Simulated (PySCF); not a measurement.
Structure problem from calculated spectra and properties.

Formula: C3H6N2Si.

| Item | Value |
| --- | --- |
| UV, first state | lowest singlet excitation: 6.57 eV (189 nm, f = 0.025) [TDDFT CAM-B3LYP/def2-SVPD] |
| Dipole | 3.94 D [CAM-B3LYP/def2-SVPD] |
| XPS | Si2p3/2 107.7, C1s 290.5, C1s 290.9, C1s 291.3, N1s 404.9, N1s 405.2, Si1s 1847.7 eV [ΔSCF SCAN, pcX-2 on the ionised atom, pcseg-1 elsewhere, spin-free X2C, 2p3/2 from a spin–orbit splitting computed afterwards within the 2p shell] |
| Rotational structure | rotational constants A, B, C: 4.421, 1.912, 1.482 GHz [GFN2-xTB] |
| 13C NMR | chemical shifts (computed TMS as zero) by class: 145.0 (1 C), 137.7 (1 C), 127.2 (1 C) ppm [GIAO PBE0/pcSseg-1] |
| Polarisability | 71.3 au [CAM-B3LYP/def2-SVPD] |
| NMR, other nuclei | isotropic shieldings of nuclei other than C and H, by class: -86 (1 N), 256 (1 N), 408 (1 Si) ppm [GIAO PBE0/pcSseg-1] |

The electronic properties come from PySCF, for the isolated species, density fitting. Levels stand in brackets. Geometry: GFN2-xTB, one conformer, isolated molecule. NMR values are class means; diastereotopic atoms form classes of their own.

Problem. Propose a structure and show how it fits.

Solution. Numbering: `[CH2:1]=[CH:2][Si@@H:3]([NH2:4])[C:5]#[N:6]`. Its formula, C3H6N2Si, gives 3 degrees of unsaturation: 0 rings and 3 π bonds in the structure found. 3 carbons fall into 3 classes; from least to most shielded: terminal =CH2 carbon [C1] (145.0 ppm), alkene CH carbon [C2] (137.7 ppm), cyano carbon [C5] (127.2 ppm). The other shieldings belong to: -86 ppm, cyano nitrogen [N6]; 256 ppm, silicon-bound nitrogen [N4]; 408 ppm, SiH silicon [Si3]. The core levels belong to: Si2p3/2 107.7 eV, SiH silicon [Si3]; C1s 290.5 eV, alkene CH carbon [C2]; C1s 290.9 eV, terminal =CH2 carbon [C1]; C1s 291.3 eV, cyano carbon [C5]; N1s 404.9 eV, cyano nitrogen [N6]; N1s 405.2 eV, silicon-bound nitrogen [N4]; Si1s 1847.7 eV, SiH silicon [Si3]. The optimised geometry has point group C1 and is an asymmetric top. Structure: `C=C[Si@@H](N)C#N`. Computed isomers that give other values at the same levels: `C/C=N\[SiH2]C#N` (13C chemical shifts (computed TMS as zero) by class: 184.2 (1 C), 123.7 (1 C), 31.1 (1 C) ppm); `C/C=N/[SiH2]C#N` (13C chemical shifts (computed TMS as zero) by class: 184.0 (1 C), 123.8 (1 C), 34.1 (1 C) ppm); `[SiH3]n1ccnc1` (lowest singlet excitation: 6.16 eV (201 nm, f = 0.002)). The assignments are read from this structure; whether some other isomer fits the data as well wasn't checked. The mirror image fits equally.

The values belong to the conformer `[CH2:1]=[CH:2][Si@@H:3]([NH2:4])[C:5]#[N:6]`: C1–C2–Si3–N4 17°, H–N4–Si3–C2 -175°, H–N4–Si3–C2 43°.
